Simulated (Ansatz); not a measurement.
Species: SiF2, charge 1, doublet. SiF2+ (parent SMILES F[Si]F, doublet).
B3LYP-D3(BJ)/def2-TZVP minimum from Ansatz (a quantum-chemistry and plane-wave program):
```
Si
F 1 1.5399
F 1 1.5399 2 120.12
```
Charge +1, spin multiplicity 2.

Total energies in aug-cc-pV(D+d)Z, 17 correlated electrons, 7 frozen orbitals. Open shells are spin-unrestricted; no spin-orbit coupling. Correlated methods leave the cores frozen. No relativity.

| method | program | energy (Eh) | minus CCSDT(Q) (mEh) |
|---|---|---|---|
| HF | Ansatz | -487.57579 | 484.26 |
| MP2 | Ansatz | -488.04228 | 17.77 |
| CCSD | Ansatz | -488.04607 | 13.98 |
| CCSD(T) | Ansatz | -488.05834 | 1.70 |
| CCSDT(Q) | Ansatz | -488.06004 | 0.00 |

Rough core times of Ansatz's runs on a shared machine: CCSD(T) under 20 s, CCSDT(Q) 5 min.
